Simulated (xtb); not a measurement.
Spectroscopic constants of OF, multiplicity 2 (the spin of the measured ground state).

Seven points along R, fitted to fifth degree in 1/R; most abundant isotopes. In def2 and cc sets the state is the lowest found near the PBE0 minimum, followed along R.

Programs: xtb for the GFN methods.  The GFN methods have no spin term and hold the electronic entropy of 300 K.

Energies at GFN1-xTB:

```csv
R (Å),E (hartree)
1.237224,-9.57819429
1.270483,-9.58163143
1.301081,-9.58247539
1.335670,-9.58124939
1.370259,-9.57814744
1.410169,-9.57272267
1.456731,-9.56447852
```

Question: With a reduced mass of 8.6839 u, find the minimum, the force constant and the constants.

Answer: A fifth-degree polynomial in 1/R puts the minimum at r_e = 1.2990 Å with force constant 859 N/m. Then ω_e = (1/2πc)√(k/μ) = 1295 cm⁻¹ and B_e = h/(8π²cμr_e²) = 1.151 cm⁻¹; the cubic and quartic terms give α_e = 0.010 and ω_e x_e = 6.9 cm⁻¹.
